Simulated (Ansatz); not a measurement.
In(OH) (HInO), SMILES [OH][In] (connectivity only; charge and spin as stated), neutral, multiplicity 1. Atoms are numbered in the order given.

```xyz
3

In     0.0000     0.0000    -0.3695
O      0.0000     0.0000     1.6335
H      0.0000     0.0000     2.5906
```
Charge 0, spin multiplicity 1.

The structure is a stationary point at B3LYP-D3(BJ)/def2-TZVP. The def2 effective core potentials stand for the cores of In; spin–orbit coupling is left out.

Two levels are set side by side: PBE-D3(BJ)/def2-TZVP (Ansatz, an electronic-structure program) and B3LYP-D3(BJ)/def2-TZVP (Ansatz). Each level has its own optimised geometry; the coordinates shown are those of the second. Differences are taken from unrounded values.

```csv
quantity,B3LYP-D3(BJ)
mean bond length (Å),1.480
bond In1–O2 (Å),2.003
bond O2–H3 (Å),0.957
```

**Question.** What does PBE-D3(BJ) give, and how far is it from B3LYP-D3(BJ)? (The exact figures need the calculation; the answer reports its results.)

**Answer.** 
```json
[
 {"quantity": "mean bond length (Å)", "PBE-D3(BJ)": "1.488", "PBE-D3(BJ) minus B3LYP-D3(BJ)": "0.007"},
 {"quantity": "bond In1–O2 (Å)", "PBE-D3(BJ)": "2.009", "PBE-D3(BJ) minus B3LYP-D3(BJ)": "0.006"},
 {"quantity": "bond O2–H3 (Å)", "PBE-D3(BJ)": "0.966", "PBE-D3(BJ) minus B3LYP-D3(BJ)": "0.009"}
]
```

GGA bonds tend to be longer and softer than those of functionals with exact exchange. Differences between two approximate levels are no errors against the true value.
